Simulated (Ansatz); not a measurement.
`FB[Si](F)(F)F` + HCl → `F[Si](F)(F)BCl` + H–F at 500 K and 1 bar (ligand exchange at a B–F bond).

Isolated molecules relaxed with PBE0-D4/def2-TZVP in Ansatz; ΔE leaves out vibrations. CCSD(T)/CBS adds triple-zeta CCSD(T) − MP2 to the extrapolated MP2 energy (def2 sets, frozen cores). This one scheme is used for every species. One conformer a species, not always the lowest.

| species | CCSD(T)/CBS energy (Eh) | H − E (kJ/mol) | S (J/(mol·K)) |
| --- | --- | --- | --- |
| `FB[Si](F)(F)F` | -713.89052 | 108.7 | 414.4 |
| HCl | -460.38127 | 32.5 | 201.9 |
| `F[Si](F)(F)BCl` | -1073.86290 | 106.2 | 427.2 |
| H–F | -100.39570 | 39.4 | 188.7 |

H − E and S are ideal-gas, rigid-rotor, harmonic terms from PBE0-D4/def2-TZVP, for one conformer and one mirror image of each species. 1 Eh = 2625.50 kJ/mol, R = 8.31446 J/(mol·K).

By hand: ΔE, ΔH, ΔS and ΔG.

ΔE = (-1073.86290) + (-100.39570) − (-713.89052) − (-460.38127) = 0.01319 Eh = 34.6 kJ/mol. Δ(H − E) = 106.2 + 39.4 − 108.7 − 32.5 = 4.4, so ΔH = 39.0 kJ/mol. ΔS = 427.2 + 188.7 − 414.4 − 201.9 = -0.4 J/(mol·K). ΔG = 39.0 − 500 × (-0.4)/1000 = 39.2 kJ/mol.

By hand: the equilibrium constant, and the temperature at which ΔG would vanish if ΔH and ΔS stayed fixed.

log₁₀ K = −ΔG/(RT ln 10) = -4.1. ΔH and −TΔS have one sign here, so there is no such temperature. One of them is within its doubt of zero, so this could turn.

The number of gas molecules stays the same, so ΔS is small and ΔH decides. A doubt of 5 kJ/mol in ΔE shifts log₁₀ K by 0.5 here. Other conformers and mirror images would add mixing entropy, several J/(mol·K) or more a flexible species. Modes under 60 cm⁻¹, often nearly free rotors, make the harmonic entropy too high. These are equilibria of isolated gas molecules and say nothing of rates. Largest T1 diagnostic: 0.013 (customary marks: 0.02 for closed shells, 0.045 for open ones).
